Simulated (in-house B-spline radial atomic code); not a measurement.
A run on the technetium ion Tc²⁺ that did not converge. Method: scalar-relativistic (X2C) wB97X, spin-polarised, spherical fractional occupations, Fermi nucleus of rms radius 4.41117 fm; computed with an all-electron radial atomic-structure program (B-spline basis).

Command:
```bash
python run_scf.py task.json out
```
Settings (nuclear radius in fm, mass in u):
```
Z                43
configuration    [Kr] 4d5
hamiltonian      x2c
method           wb97x
spin_polarised   True
nucleus          fermi
rms_radius       4.41117
atomic_mass      96.90636
speed_of_light   137.035999084
```

First and last ten iterations of the last attempt (damped for 15 steps, keeping 80 % of the old Fock matrix, then DIIS):
```
 iter        energy (Eh)    residual
    1       -4278.453528    4.47e-01
    2       -4282.169705    2.63e-01
    3       -4283.433944    1.82e-01
    4       -4284.055374    1.27e-01
    5       -4284.355250    8.71e-02
    6       -4284.498095    5.84e-02
    7       -4284.565674    4.16e-02
    8       -4284.597628    2.99e-02
    9       -4284.612823    2.16e-02
   10       -4284.620135    1.60e-02
  111       -4284.627584    1.34e-06
  112       -4284.627584    3.28e-06
  113       -4284.627584    1.02e-06
  114       -4284.627584    1.37e-06
  115       -4284.627584    5.66e-07
  116       -4284.627584    5.93e-07
  117       -4284.627584    7.31e-07
  118       -4284.627584    9.37e-07
  119       -4284.627584    9.05e-07
  120       -4284.627584    9.36e-07
 not converged after 120 iterations
```

The smallest residual met was 5.0e-07; the threshold is about 4e-07. Over the last five steps the energy moves by less than 1e-08 hartree, but the orbitals didn't meet the threshold. Time taken, with all properties: 14 s on 1 thread of Intel(R) Xeon(R) Platinum 8375C CPU @ 2.90GHz (shared host).
